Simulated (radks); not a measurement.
The numbers below are computed, except where a source is named.
Valence configurations of Pr (all share [Xe]). Code: a radial shooting solver on a logarithmic mesh with Libxc functionals. Model: scalar-relativistic Kohn-Sham, PBE, spin-unpolarised, spherical densities, finite nucleus; Fermi nuclear charge, rms radius 4.8919 fm. Energies are relative to 4f3 6s2; eigenvalues in eV.

| valence | E (eV) | e(4f) | e(5d) | e(6p) | e(6s) |
|---|---|---|---|---|---|
| 4f3 6s2 | 0.000 | -1.253 | - | - | -3.462 |
| 4f2.5 5d0.5 6s2 | 0.067 | -3.539 | -2.497 | - | -3.645 |
| 4f3 5d0.5 6s1.5 | 0.753 | -0.664 | -1.659 | - | -3.229 |
| 4f3 5d1 6s1 | 1.564 | -0.210 | -1.376 | - | -3.044 |
| 4f3 6s1 6p1 | 2.269 | -2.381 | - | -1.778 | -4.099 |
| 4f2 6s2 6p1 | 3.392 | -9.314 | - | -2.185 | -5.051 |
| 4f2 6s1 6p2 | 6.310 | -10.404 | - | -2.617 | -5.585 |
| 4f1 6s2 6p2 | 14.931 | -19.104 | - | -3.030 | -6.546 |

NIST lists [Xe] 4f3 6s2 as the ground configuration; this level of theory agrees among the configurations tried. The energies are those of spherical spin-averaged densities, not of single terms. No valid solution was reached for [Xe] 4f3 5d2; [Xe] 4f4 6s1.
